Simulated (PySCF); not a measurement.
FH4OSi2, B2H2NO, ClF2HSi, AlBClH2O and others (calculated)

Calculation on a computer-drawn molecule: the log of a Hartree-Fock and frozen-core CCSD(T) single point meant for a local Hartree-Fock minimum, with one planted fault or none, to be diagnosed. Offsets are logged minus clean, where the clean run is the same molecule without the fault. The reference is restricted for singlets and unrestricted otherwise, and also for a bond in bohr or an excited solution. Adding or removing an electron swaps singlet and doublet. The excited solution moves the top pair (singlet) or top alpha electron (doublet) to the lowest empty orbital. Highest occupied and lowest empty are orbital energies over both spins, largest force is the largest gradient component, triples share is (T) over the correlation energy, the T1 limit is 0.02 restricted and 0.045 unrestricted, electrons count all cores, a negative frequency is imaginary (commonest isotopes), and the dipole is about the centre of nuclear charge. Program: PySCF 2.14.0.

Common to all runs: logged SCF converged yes; logged CC converged yes; logged SCF stable within its kind yes; possible faults no fault, one electron removed, one electron added, multiplicity raised by two, geometry at a saddle point, SCF held on an excited solution, minimal basis STO-3G, one bond length entered in bohr, all coordinates scaled.

(1) 
```xyz
8
formula=FH4OSi2 meant_charge=0 meant_multiplicity=2 meant_basis=cc-pV(D+d)Z logged_electrons=50 logged_basis_functions=94 logged_spin_squared=0 logged_highest_occupied=-0.43867 logged_lowest_empty=7.8605 logged_largest_force=0.052494 logged_T1_diagnostic=0.013395 logged_D1_diagnostic=0.041222 logged_triples_share=0.020719 logged_dipole_magnitude=2.5937 logged_energy_HF=-754.54492 logged_energy_CCSD(T)=-755.17331 planted_fault=one_electron_added HF_energy_offset_from_clean_run=12.4 CCSD(T)_energy_offset_from_clean_run=-4.964
O     -1.8861     0.1136    -0.5830
Si    -0.2608    -0.1442    -0.8092
Si     0.5678    -0.9467     1.2440
F      2.1362    -1.3052     1.0199
H     -2.3850     0.5516    -1.2568
H      0.4159     1.1028    -1.2586
H      0.4999     0.0355     2.3448
H     -0.1233    -2.1864     1.6463
```

Units: logged_highest_occupied, logged_lowest_empty in eV; logged_largest_force in hartree/bohr; logged_dipole_magnitude in debye; logged_energy_HF, logged_energy_CCSD(T) in hartree; HF_energy_offset_from_clean_run, CCSD(T)_energy_offset_from_clean_run in kcal/mol.

Drawn bonds:
```
atom  other atom  order
   1           2      1
   2           3      1
   3           4      1
   1           5      1
   2           6      1
   3           7      1
   3           8      1
```

(2) 
```xyz
6
formula=B2H2NO meant_charge=0 meant_multiplicity=2 meant_basis=cc-pVDZ logged_electrons=26 logged_basis_functions=66 logged_spin_squared=0 logged_highest_occupied=-18.716 logged_lowest_empty=-6.134 logged_largest_force=0.15573 logged_T1_diagnostic=0.020833 logged_D1_diagnostic=0.058289 logged_triples_share=0.03658 logged_dipole_magnitude=3.0264 logged_energy_HF=-179.62772 logged_energy_CCSD(T)=-180.14164 planted_fault=one_electron_removed HF_energy_offset_from_clean_run=169 CCSD(T)_energy_offset_from_clean_run=171.1
B     -2.1084     0.2936    -0.6701
N     -1.2787     0.1697     0.2455
B     -0.4718     0.0282     1.3841
O      0.8734    -0.0436     1.3450
H     -2.8890     0.4105    -1.5354
H      1.2613    -0.1378     2.2011
```

Units: logged_highest_occupied, logged_lowest_empty in eV; logged_largest_force in hartree/bohr; logged_dipole_magnitude in debye; logged_energy_HF, logged_energy_CCSD(T) in hartree; HF_energy_offset_from_clean_run, CCSD(T)_energy_offset_from_clean_run in kcal/mol.

Drawn bonds:
```
atom  other atom  order
   1           2      1
   2           3      2
   3           4      1
   1           5      1
   4           6      1
```

Notes: T1 above single-reference limit.

(3) 
```xyz
5
formula=ClF2HSi meant_charge=0 meant_multiplicity=1 meant_basis=cc-pV(D+d)Z logged_electrons=50 logged_basis_functions=79 logged_spin_squared=0 logged_highest_occupied=-13.478 logged_lowest_empty=4.4957 logged_largest_force=1.237e-05 logged_lowest_frequency=238.98 logged_T1_diagnostic=0.011326 logged_D1_diagnostic=0.030898 logged_triples_share=0.017673 logged_dipole_magnitude=1.6131 logged_energy_HF=-948.08804 logged_energy_CCSD(T)=-948.72651
F     -2.7684     0.1377     0.9500
Si    -2.2899    -0.8533    -0.1970
F     -2.3274    -0.0432    -1.5640
Cl    -3.5895    -2.4003    -0.3136
H     -0.9369    -1.3031     0.0728
```

Units: logged_highest_occupied, logged_lowest_empty in eV; logged_largest_force in hartree/bohr; logged_lowest_frequency in cm⁻¹; logged_dipole_magnitude in debye; logged_energy_HF, logged_energy_CCSD(T) in hartree.

Drawn bonds:
```
atom  other atom  order
   1           2      1
   2           3      1
   2           4      1
   2           5      1
```

(4) 
```xyz
6
formula=AlBClH2O meant_charge=1 meant_multiplicity=1 meant_basis=cc-pV(D+d)Z logged_electrons=44 logged_basis_functions=84 logged_spin_squared=0 logged_highest_occupied=-16.121 logged_lowest_empty=-4.9487 logged_largest_force=1.256e-05 logged_lowest_frequency=128.11 logged_T1_diagnostic=0.016071 logged_D1_diagnostic=0.056183 logged_triples_share=0.027568 logged_dipole_magnitude=5.837 logged_energy_HF=-801.96279 logged_energy_CCSD(T)=-802.45548
O     -0.0931     0.4253    -0.9748
B     -1.0284     0.8612    -0.1541
Al    -1.4398     2.9894    -0.3154
Cl    -1.9274    -0.0811     1.0024
H      0.1257    -0.5028    -0.9437
H     -1.7458     4.5071    -0.4164
```

Units: logged_highest_occupied, logged_lowest_empty in eV; logged_largest_force in hartree/bohr; logged_lowest_frequency in cm⁻¹; logged_dipole_magnitude in debye; logged_energy_HF, logged_energy_CCSD(T) in hartree.

Drawn bonds:
```
atom  other atom  order
   1           2      1
   2           3      1
   2           4      1
   1           5      1
   3           6      1
```

(5) 
```xyz
7
formula=BClH3NSi meant_charge=0 meant_multiplicity=1 meant_basis=cc-pV(D+d)Z logged_electrons=46 logged_basis_functions=89 logged_spin_squared=1.2325 logged_highest_occupied=-8.0496 logged_lowest_empty=1.3815 logged_largest_force=0.069456 logged_T1_diagnostic=0.037032 logged_D1_diagnostic=0.16217 logged_triples_share=0.030713 logged_dipole_magnitude=4.5113 logged_energy_HF=-829.1687 logged_energy_CCSD(T)=-829.66744
Si    -0.6453    -0.4620    -0.6554
N     -0.4088     0.7118     0.3347
B      0.0066     2.6721     1.9897
Cl     1.6772     3.0928     2.5185
H     -0.6702    -0.2994    -2.1147
H     -0.8809    -1.8474    -0.2290
H     -0.8674     3.3467     2.4478
```

Units: logged_highest_occupied, logged_lowest_empty in eV; logged_largest_force in hartree/bohr; logged_dipole_magnitude in debye; logged_energy_HF, logged_energy_CCSD(T) in hartree.

Drawn bonds:
```
atom  other atom  order
   1           2      2
   2           3      1
   3           4      1
   1           5      1
   1           6      1
   3           7      1
```

**Q.** ClF2HSi (entry 3): planted fault?
**A.** no fault

**Q.** Which fault was planted in the run of AlBClH2O (entry 4)?
**A.** no fault

**Q.** Give the missing planted fault for BClH3NSi (entry 5).
**A.** one bond length entered in bohr, row 2 of the drawn bonds

Further results for ClF2HSi (entry 3):

```
HF energy offset from clean run      : 0 kcal/mol
CCSD(T) energy offset from clean run : 0 kcal/mol
```

Further results for AlBClH2O (entry 4):

```
HF energy offset from clean run      : 0 kcal/mol
CCSD(T) energy offset from clean run : 0 kcal/mol
```

Further results for BClH3NSi (entry 5):

```
HF energy offset from clean run      : 128.6 kcal/mol
CCSD(T) energy offset from clean run : 150.2 kcal/mol
```
